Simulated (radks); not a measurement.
Values are calculated unless marked as measured or tabulated.
Problem. Ionisation of the strontium ion Sr3+, [Ar] 3d10 4s2 4p5, to [Ar] 3d10 4s2 4p4 as the strength of local exchange is varied. Code: a radial shooting solver on a logarithmic mesh with Libxc functionals. Model: scalar-relativistic Kohn-Sham, Slater X-alpha exchange (alpha = 2/3 is LDA exchange), no correlation, spin-polarised, spherical densities, finite nucleus; open shells are filled with parallel spins first (spin-orbit coupling, left out, can overturn this in heavy ions); Fermi nuclear charge, rms radius 4.224 fm.

| alpha | E(Sr3+) (hartree) | exchange (hartree) | IE (eV) | -e of the level emptied (eV) | <r> of it (bohr) |
|---|---|---|---|---|---|
| 0.667 | -3170.28592 | -97.03161 | 54.848 | 48.115 (4p) | 1.499 |
| 0.675 | -3171.45144 | -98.22826 | 55.001 | 48.268 (4p) | 1.497 |
| 0.77 | -3185.32175 | -112.49787 | 56.843 | 50.113 (4p) | 1.479 |
| 0.872 | -3200.27530 | -127.94088 | 58.855 | 52.132 (4p) | 1.459 |
| 1.002 | -3219.42559 | -147.80608 | 61.472 | 54.763 (4p) | 1.436 |
| x | -3214.84964 | -143.05039 | 60.842 | 54.130 (4p) | 1.441 |

Which alpha was used in the last row?

Solution. alpha = 0.971. NIST Atomic Spectra Database: 56.280 eV (semi-empirical). The Delta-SCF value meets it near alpha = 0.74. Open shells are spherical and high-spin; term and fine-structure splittings are not resolved.
